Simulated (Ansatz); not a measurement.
`[O]=[W]([OH])([F])=[S]` + NH₃ → `[NH2][W](=[O])([F])=[S]` + H₂O at 298.15 K and 1 bar (ligand exchange at a W–O bond).

Program: Ansatz. Geometries: PBE0-D4/def2-TZVP. ΔE: electronic, gas phase. CBS: MP2 limit from def2 TZ/QZ plus the TZ coupled-cluster correction, frozen cores. This one scheme is used for every species. def2 core potentials past Kr. For W outer-core shells are correlated without core-valence functions, which leaves a few kJ/mol of doubt a bond. Each species was taken in one conformer, which may not be the lowest.

| species | CCSD(T)/CBS energy (Eh) | H − E (kJ/mol) | S (J/(mol·K)) |
| --- | --- | --- | --- |
| `[O]=[W]([OH])([F])=[S]` | -715.66256 | 73.4 | 345.3 |
| NH₃ | -56.50880 | 100.5 | 192.4 |
| `[NH2][W](=[O])([F])=[S]` | -695.78708 | 106.6 | 348.1 |
| H₂O | -76.37941 | 66.4 | 188.7 |

H − E and S are ideal-gas, rigid-rotor, harmonic terms from PBE0-D4/def2-TZVP, for one conformer and one mirror image of each species. 1 Eh = 2625.50 kJ/mol, R = 8.31446 J/(mol·K).

Q: By hand: ΔE, ΔH, ΔS and ΔG.

A: ΔE = (-695.78708) + (-76.37941) − (-715.66256) − (-56.50880) = 0.00487 Eh = 12.8 kJ/mol. Δ(H − E) = 106.6 + 66.4 − 73.4 − 100.5 = -0.9, so ΔH = 11.9 kJ/mol. ΔS = 348.1 + 188.7 − 345.3 − 192.4 = -0.9 J/(mol·K). ΔG = 11.9 − 298.15 × (-0.9)/1000 = 12.2 kJ/mol.

Q: By hand: the equilibrium constant, and the temperature at which ΔG would vanish if ΔH and ΔS stayed fixed.

A: log₁₀ K = −ΔG/(RT ln 10) = -2.1. ΔH and −TΔS have one sign here, so there is no such temperature.

The number of gas molecules stays the same, so ΔS is small and ΔH decides. A doubt of 5 kJ/mol in ΔE shifts log₁₀ K by 0.9 here. Other conformers and mirror images would add mixing entropy, several J/(mol·K) or more a flexible species. These are equilibria of isolated gas molecules and say nothing of rates. Largest T1 diagnostic: 0.023 (customary marks: 0.02 for closed shells, 0.045 for open ones).

ΔS is within the doubt of such terms, so its sign, and with it that verdict, could turn.
